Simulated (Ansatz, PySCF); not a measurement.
Caution: the highest occupied level lies above zero, so the state may not be bound. This triplet is an excited state, 1.18 eV above the relaxed singlet at the level B3LYP/aug-cc-pVTZ // PBE0-D3(BJ)/def2-TZVPD (Ansatz, a first-principles code).

Cartesian coordinates (Å):
SMILES: [CH]([Al-][Cl])=C
```xyz
7

C     -0.8702     0.6014    -0.0041
C     -0.3149    -0.6281    -0.1380
Al     1.5023    -1.1948     0.2266
Cl     2.8764     0.3808     0.9681
H     -1.9153     0.8015    -0.2431
H     -0.2940     1.4528     0.3509
H     -0.9844    -1.4137    -0.5032
```
Charge -1, spin multiplicity 3.

Predict the highest occupied spin orbital and total energy from PBE0-D3(BJ)/def2-TZVPD run with PySCF.


The highest occupied spin orbital is 1.02 eV and the total energy comes out as -780.3631 Ha.
